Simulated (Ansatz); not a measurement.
Calculated with Ansatz (gas phase, PBE0-D4/def2-TZVP geometries, no zero-point term in ΔE). CBS: MP2 limit from def2 TZ/QZ plus the TZ coupled-cluster correction, frozen cores. DFT in def2-TZVPP. B3LYP here is the variant with VWN-RPA as its local correlation; programs differ in this. For Se outer-core shells are correlated without core-valence functions, which leaves a few kJ/mol of doubt a bond. Scalar relativity is left out up to krypton. One conformer a species, not always the lowest.

`[SiH3][SiH2]B[SeH]` + `BN[SiH2]Cl` → `BN([SiH2][SiH3])[SiH2]Cl` + `B[SeH]`  (cleavage of the Si–B bond)

Q: Is it downhill or uphill in electronic energy at CCSD(T)/CBS, and by how much? (Estimate.)

A: Computed: Downhill: ΔE = -39.1 kJ/mol.

Q: What do these levels give: PBE-D4, B3LYP, SCS-MP2/def2-TZVPP, CCSD/def2-TZVPP, HF/CBS(def2), MP2/CBS(def2)? (An estimate is asked.)

A: The calculation gave: PBE-D4 -21.5, B3LYP -28.3, SCS-MP2/def2-TZVPP -46.5, CCSD/def2-TZVPP -39.9, HF/CBS(def2) -48.4, MP2/CBS(def2) -45.4 kJ/mol.

Largest T1 diagnostic among the species: 0.014.

The D4 term adds −11.2 kJ/mol with B3LYP and −6.5 kJ/mol with PBE0; it sums over pairs of atoms, weighted by their polarisabilities, and B3LYP, whose exchange is more repulsive, gets the larger term. From PBE to PBE0 (25 % exact exchange), in def2-TZVPP and without D4, ΔE moves by −6.7 kJ/mol.
